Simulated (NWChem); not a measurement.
# SiNH₂BrF₂; SMILES N[Si](F)(F)Br

```xyz
7

N      1.4980    -1.5864    -0.0096
Si    -0.0020    -0.8135    -0.0001
F     -0.8214    -1.2610    -1.3048
F     -0.8053    -1.2616     1.3144
Br     0.0055     1.3888     0.0004
H      2.0528    -1.6411    -0.8554
H      2.0636    -1.6412     0.8291
```
Atoms are numbered in this order, from 1.

Program: NWChem. Geometry optimised at PBE0/def2-SVP; all other runs use it. This build's default masses of Se (78.918 u) and Br (79.917 u) are each other's, which moves their modes by up to 0.6 %.

```json
[
 {"quantity": "anisotropy (bohr³), static", "level": "CAM-B3LYP/def2-SVPD", "value": "(withheld)"},
 {"quantity": "vertical ionisation energy, ΔSCF (eV)", "level": "PBE/def2-SVP", "value": "(withheld)"},
 {"quantity": "solvation free energy (kcal/mol) in water", "level": "PBE0/def2-SVP, SMD", "value": "-3.6"},
 {"quantity": "vertical, lowest excitation, singlet (eV)", "level": "CAM-B3LYP/def2-SVPD, TDA", "value": "7.03"},
 {"quantity": "dipole (D)", "level": "PBE0/def2-SVP", "value": "3.03"},
 {"quantity": "highest harmonic frequency (cm⁻¹)", "level": "PBE0/def2-SVP", "value": "(withheld)"}
]
```

Task: Complete the blanks.

Result: 
- anisotropy (bohr³), static, value: 15.0
- vertical ionisation energy, ΔSCF (eV), value: 10.04
- highest harmonic frequency (cm⁻¹), value: 3733
